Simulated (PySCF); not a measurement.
CH3IOTe, SMILES [Te](I)OC. Atoms are numbered in the order given.

```xyz
7

Te     0.5194    -0.6926     0.8467
I     -1.1193     1.0901    -0.4590
O      2.0392    -0.8534    -0.4710
C      1.7922    -1.5944    -1.6587
H      1.0732    -1.0724    -2.3310
H      2.7673    -1.6708    -2.1847
H      1.4076    -2.6205    -1.4621
```

The structure is a stationary point at PBE-D3(BJ)/def2-SVP. This is a generated structure with no PubChem entry under its InChIKey; it may be hypothetical. The def2 effective core potentials stand for the cores of I, Te; spin–orbit coupling is left out. Other conformers were not sampled.

The numbers are results of PBE-D3(BJ)/def2-SVP (PySCF), not measurements.

Frequencies are harmonic and unscaled.

| mode | ν (cm⁻¹) | IR (km/mol) | moving atoms (share of kinetic energy) |
|---|---|---|---|
| 1 | 64 | 1.2 | C 49 %, H 20 %, I 16 %, Te 12 % |
| 2 | 122 | 1.2 | H 70 %, O 24 % |
| 3 | 184 | 1.8 | I 41 %, Te 30 %, H 15 %, O 13 % |
| 4 | 206 | 17.4 | O 40 %, H 26 %, Te 22 %, I 10 % |
| 5 | 276 | 2.5 | C 41 %, O 24 %, H 23 %, Te 12 % |
| 6 | 527 | 37.8 | O 77 %, Te 11 % |
| 7 | 1028 | 91.6 | O 48 %, C 47 % |
| 8 | 1118 | 1.9 | H 76 %, C 19 % |
| 9 | 1130 | 7.8 | H 73 %, C 21 % |
| 10 | 1390 | 9.0 | H 93 % |
| 11 | 1397 | 16.8 | H 93 % |
| 12 | 1421 | 17.2 | H 95 % |
| 13 | 2920 | 62.8 | H 97 % |
| 14 | 3001 | 26.7 | H 90 %, C 10 % |
| 15 | 3038 | 10.2 | H 91 %, C 9 % |
